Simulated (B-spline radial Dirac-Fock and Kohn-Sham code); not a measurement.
## Two-hole binding energies of Br¹³⁺

System: Br¹³⁺, [Ar] 3d4.

Input of the calculation (task.json; shells as n, l, electrons):

```json
{"items": [{
  "Z": 35,
  "q": 13,
  "cfg": [[1, 0, 2], [2, 0, 2], [2, 1, 6], [3, 0, 2], [3, 1, 6], [3, 2, 4]],
  "A": 79,
  "rrms": 4.1629,
  "do": ["binding", "quiet", "double"]
}]}
```

Launch: `python xray_run.py task.json out`

Level of theory: Dirac-Fock energy differences between relaxed states, corrected for Breit and QED terms; a radial B-spline solver. U is the two-hole binding energy less the two single-hole energies, the effective repulsion of the holes after relaxation. Each two-hole energy is an average over J within one jj subconfiguration.

| holes | E(a) (eV) | E(b) (eV) | E(ab) (eV) | U (eV) |
| --- | --- | --- | --- | --- |
| 1s⁻² | 13889.6 | 13889.6 | 28324.2 | 544.9 |
| 1s⁻¹ 2p1/2⁻¹ | 13889.6 | 2012.9 | 16067.8 | 165.2 |
| 1s⁻¹ 3p1/2⁻¹ | 13889.6 | 544.4 | ? | ? |
| 1s⁻¹ 3p3/2⁻¹ | 13889.6 | 536.0 | 14485.5 | 59.8 |
| 2s⁻² | 2202.9 | 2202.9 | 4512.9 | 107.1 |
| 2s⁻¹ 2p1/2⁻¹ | 2202.9 | 2012.9 | 4316.5 | 100.7 |
| 2p1/2⁻² | 2012.9 | 2012.9 | 4151.9 | 126.1 |
| 2p1/2⁻¹ 2p3/2⁻¹ | 2012.9 | 1966.0 | 4096.0 | 117.1 |
| 2s⁻¹ 3p3/2⁻¹ | 2202.9 | 536.0 | 2792.3 | 53.4 |
| 2p3/2⁻¹ 3s⁻¹ | 1966.0 | 614.4 | 2633.9 | 53.5 |
| 2p1/2⁻¹ 3p3/2⁻¹ | 2012.9 | 536.0 | 2603.7 | 54.8 |
| 2p3/2⁻¹ 3p1/2⁻¹ | 1966.0 | 544.4 | 2565.7 | 55.2 |
| 3p1/2⁻² | 544.4 | 544.4 | 1133.8 | 45.0 |
| 3p3/2⁻² | 536.0 | 536.0 | 1114.9 | 42.8 |

Task: Give the missing two-hole energy and U.

Result: E(ab) = 14495.1 eV and U = 61.0 eV.
